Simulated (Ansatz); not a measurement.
Consider the ligand exchange at a Ge–O bond: `[OH][Ge][SH]` + NH₃ → `[NH2][Ge][SH]` + H₂O.

Program: Ansatz. Geometries: PBE0-D4/def2-TZVP. ΔE: electronic, gas phase. CCSD(T)/CBS adds triple-zeta CCSD(T) − MP2 to the extrapolated MP2 energy (def2 sets, frozen cores). This one scheme is used for every species. DFT in def2-TZVPP. B3LYP here is the variant with VWN-RPA as its local correlation; programs differ in this. HSE06 is defined as in plane-wave codes. For Ge outer-core shells are correlated without core-valence functions, which leaves a few kJ/mol of doubt a bond. Scalar relativity is left out up to krypton. Each species was taken in one conformer, which may not be the lowest.

| level | ΔE (kcal/mol) | difference from CCSD(T)/CBS |
| --- | --- | --- |
| LDA (SPW92) | 3.6 | 0.3 |
| PBE-D4 | 4.8 | 1.5 |
| revPBE-D4 | 4.6 | 1.3 |
| BLYP-D4 | 5.7 | 2.4 |
| B97M-V | 6.2 | 2.9 |
| HSE06-D4 | 3.8 | 0.5 |
| ωB97M-V | 4.7 | 1.4 |
| PBE-QIDH | 3.5 | 0.2 |
| revPBE | 5.6 | 2.3 |
| B3LYP | 5.6 | 2.3 |
| HSE06 | 4.1 | 0.8 |
| MP2/def2-TZVPP | 3.4 | 0.1 |
| SCS-MP2/def2-TZVPP | 4.1 | 0.8 |
| CCSD/def2-TZVPP | 3.8 | 0.5 |
| HF/CBS(def2) | 4.9 | 1.6 |
| CCSD/CBS(def2) | 3.2 | -0.1 |
| CCSD(T)/CBS | 3.3 | 0 |

Largest T1 diagnostic among the species: 0.015.

Leaving LDA and LC-ωPBE aside and taking each functional with its dispersion term where it has one, the values spread over 2.7 kcal/mol, from PBE-QIDH to B97M-V. LDA lies −1.6 kcal/mol from PBE without D4. From PBE to PBE0 (25 % exact exchange), in def2-TZVPP and without D4, ΔE moves by −1.0 kcal/mol.
